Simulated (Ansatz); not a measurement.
`CO[Si](O)(Cl)Br` → `O[SiH](Cl)Br` + `C=O`  (β-hydride elimination)

Gas-phase electronic energies from Ansatz, PBE0-D4/def2-TZVP geometries. CCSD(T)/CBS adds triple-zeta CCSD(T) − MP2 to the extrapolated MP2 energy (def2 sets, frozen cores). This one scheme is used for every species. DFT in def2-TZVPP. B3LYP here is the variant with VWN-RPA as its local correlation; programs differ in this. For Br outer-core shells are correlated without core-valence functions, which leaves a few kJ/mol of doubt a bond. Scalar relativity is left out up to krypton. Each species was taken in one conformer, which may not be the lowest.

| level | ΔE (kJ/mol) | difference from CCSD(T)/CBS |
| --- | --- | --- |
| B3LYP-D4 | 213.5 | -7.9 |
| B2PLYP | 206.8 | -14.6 |
| PBE | 198.9 | -22.5 |
| r2SCAN | 223.3 | 1.9 |
| SCS-MP2/def2-TZVPP | 211.4 | -10.0 |
| CCSD/def2-TZVPP | 215.2 | -6.2 |
| HF/def2-QZVPP | 198.5 | -22.9 |
| SCS-MP2/def2-QZVPP | 215.1 | -6.3 |
| HF/CBS(def2) | 198.6 | -22.8 |
| MP2/CBS(def2) | 231.5 | 10.1 |
| CCSD(T)/CBS | 221.4 | 0 |

Largest T1 diagnostic among the species: 0.015.

The D4 term adds +18.2 kJ/mol with B3LYP and +10.0 kJ/mol with PBE0; it sums over pairs of atoms, weighted by their polarisabilities, and B3LYP, whose exchange is more repulsive, gets the larger term. In def2-TZVPP, CCSD(T) changes the Hartree–Fock value by +16.9 kJ/mol (the triples alone add −0.4 kJ/mol) and MP2 by +27.1 kJ/mol.
